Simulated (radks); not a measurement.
Values are calculated unless marked as measured or tabulated.
Nd LX, 1 electrons, occupied as 1s1 (the NIST ground configuration).

Level of theory: scalar-relativistic Kohn-Sham, SCAN, spin-polarised, spherical densities, finite nucleus; open shells are filled with parallel spins first (spin-orbit coupling, left out, can overturn this in heavy ions); meta-GGA in the generalised Kohn-Sham scheme; Fermi nuclear charge, rms radius 4.9123 fm (a radial shooting solver on a logarithmic mesh with Libxc functionals).

Energy parts (hartree):
total: -1895.6542
kinetic: 2108.0069
electron-nucleus: -4003.5868
Hartree: 20.2575
exchange-correlation: -20.3318

Orbitals (lengths in bohr, moments of r in powers of bohr; r(max) is where P^2 peaks):
| orbital | occ. | eigenvalue (hartree) | <r^4> | r(max) | <r> |
|---|---|---|---|---|---|
| 1s up | 1 | -1882.277 | 1.429e-06 | 0.01498 | 0.02332 |

The highest occupied level is 1s up at -51219 eV. Spin moment in Bohr magnetons: 1. For comparison, the ionisation energy in NIST's Atomic Spectra Database is 51515.8 eV (theoretical). In exact Kohn-Sham theory the highest level is minus the ionisation energy, but local and semilocal functionals leave it too shallow, through self-interaction and a potential that decays too fast; potentials with the right tail come closer.
